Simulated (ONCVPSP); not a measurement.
## u(r) = r·R(r): atom against pseudo-atom (N)

Columns: radius, all-electron u(r) and pseudo u(r) of the 1s shell (level -386.79 eV) of nitrogen in the configuration 1s2 2s2 2p2.75; PBEsol, scalar-relativistic, ONCV scheme, ONCVPSP 4.0.1.

```json
{"r (bohr)": "0.085", "all-electron": "1.6504", "pseudo": "1.5060"}
{"r (bohr)": "0.170", "all-electron": "1.8577", "pseudo": "1.9550"}
{"r (bohr)": "0.255", "all-electron": "1.5880", "pseudo": "1.6375"}
{"r (bohr)": "0.340", "all-electron": "1.2185", "pseudo": "1.2203"}
{"r (bohr)": "0.425", "all-electron": "0.8836", "pseudo": "0.8833"}
{"r (bohr)": "0.510", "all-electron": "0.6196", "pseudo": "0.6194"}
{"r (bohr)": "0.595", "all-electron": "0.4254", "pseudo": "0.4252"}
{"r (bohr)": "0.680", "all-electron": "0.2876", "pseudo": "0.2875"}
{"r (bohr)": "0.765", "all-electron": "0.1924", "pseudo": "0.1923"}
{"r (bohr)": "0.850", "all-electron": "0.1275", "pseudo": "0.1274"}
{"r (bohr)": "0.935", "all-electron": "0.0840", "pseudo": "0.0839"}
{"r (bohr)": "1.020", "all-electron": "0.0550", "pseudo": "0.0550"}
{"r (bohr)": "1.105", "all-electron": "0.0359", "pseudo": "0.0359"}
{"r (bohr)": "1.190", "all-electron": "0.0233", "pseudo": "0.0233"}
{"r (bohr)": "1.275", "all-electron": "0.0151", "pseudo": "0.0151"}
{"r (bohr)": "1.360", "all-electron": "0.0098", "pseudo": "0.0098"}
{"r (bohr)": "1.445", "all-electron": "0.0063", "pseudo": "0.0063"}
{"r (bohr)": "1.530", "all-electron": "0.0041", "pseudo": "0.0041"}
{"r (bohr)": "1.615", "all-electron": "0.0026", "pseudo": "0.0026"}
{"r (bohr)": "1.700", "all-electron": "0.0017", "pseudo": "0.0017"}
{"r (bohr)": "1.785", "all-electron": "0.0011", "pseudo": "0.0011"}
{"r (bohr)": "1.870", "all-electron": "0.0007", "pseudo": "0.0007"}
{"r (bohr)": "1.955", "all-electron": "0.0004", "pseudo": "0.0004"}
{"r (bohr)": "2.040", "all-electron": "0.0003", "pseudo": "0.0003"}
{"r (bohr)": "2.125", "all-electron": "0.0002", "pseudo": "0.0002"}
{"r (bohr)": "2.210", "all-electron": "0.0001", "pseudo": "0.0001"}
```

(1) How many radial nodes do the two functions have?

(2) At about which radius was the pseudo-wave matched?

(3) Is the pseudo-wave norm-conserving?

## Answers

(1) The all-electron 1s function has n − l − 1 = 0; the pseudo-wave has 0.

(2) 0.40 bohr, where the columns begin to agree (steps of 0.09 bohr).

(3) Yes: the ONCV scheme keeps the norm inside the radius equal to the all-electron one, which fixes the energy derivative of the logarithmic derivative at the level.
